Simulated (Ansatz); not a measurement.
`O=C1C[SiH]1O` + `O=CC[SiH2]O` → `O=C1C[SiH]1[SiH2]O` + `O=CCO`  (formal exchange of groups at the Si–O bond)

Program: Ansatz. Geometries: PBE0-D4/def2-TZVP. ΔE: electronic, gas phase. CCSD(T)/CBS is the MP2 limit (def2-TZVPP, def2-QZVPP) plus CCSD(T) − MP2 in def2-TZVPP, frozen cores. Each species was taken in one conformer, which may not be the lowest.

```json
{"level": "HF/def2-QZVPP", "ΔE (kJ/mol)": "181.8"}
{"level": "HF/CBS(def2)", "ΔE (kJ/mol)": "182.0"}
```

(1) What does CCSD(T)/CBS give? (Estimate.)

Largest T1 diagnostic among the species: 0.017.

Results:

(1) The calculation gave: +179.0 kJ/mol. The listed levels differ from it by 2.8, 3.0 kJ/mol.

From PBE to PBE0 (25 % exact exchange), in def2-TZVPP and without D4, ΔE moves by +7.6 kJ/mol.
